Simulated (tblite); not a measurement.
**Question.** What does the GFN2-xTB structure of `NC[C@H](C[SiH3])C(F)F` look like in three dimensions?

**Answer.** 
```
atom  x, y, z in Å
N1    -1.848    0.816   -1.410
C2    -1.617   -0.284   -0.488
C3    -0.331   -0.023    0.314
C4     0.884    0.034   -0.610
Si5    2.450    0.801    0.148
C6    -0.152   -1.104    1.371
F7    -1.168   -1.087    2.273
F8    -0.166   -2.346    0.825
H9    -2.074    1.662   -0.898
H10   -2.631    0.604   -2.017
H11   -1.488   -1.195   -1.079
H12   -2.450   -0.447    0.216
H13   -0.442    0.926    0.851
H14    1.091   -0.974   -0.974
H15    0.584    0.620   -1.481
H16    2.116    2.115    0.702
H17    2.990   -0.037    1.223
H18    3.454    0.931   -0.907
H19    0.788   -1.002    1.934
```

Any rigid rotation of these coordinates is as good. Atoms count from 1 in this order. Si5 (SiH3 silicon) is tetrahedral (angles from 108.3° to 111.4°). N1 (primary amine nitrogen) is pyramidal (angles 110.2°, 110.1° and 107.8°, sum 328.1°, 0.38 Å off the plane of its three neighbours). Of the pairs four or more bonds apart, N1···H15 is among the closest relative to their van der Waals radii: 2.44 Å, 89 % of the sum of Bondi's values.

Bonds between heavy atoms (Å): N1–C2 1.454, C2–C3 1.538, C3–C4 1.528, C4–Si5 1.902, C3–C6 1.522, C6–F7 1.359, C6–F8 1.356.

Structure optimised with GFN2-xTB, isolated species.

Point group: C1 (no symmetry element, even within 0.4 Å). Its GFN2-xTB frequencies are all real (lowest 41 cm⁻¹). The numbers are those of one conformer (H–N1–C2–C3 -68° and 173°, N1–C2–C3–C4 -63°, C2–C3–C4–Si5 164°, C2–C3–C6–F7 -63°). 3 starts were optimised and ended at 0.00, 1.10 and 1.16 kcal/mol (GFN2-xTB); the lowest of these is shown.

All values are computed, not measured.
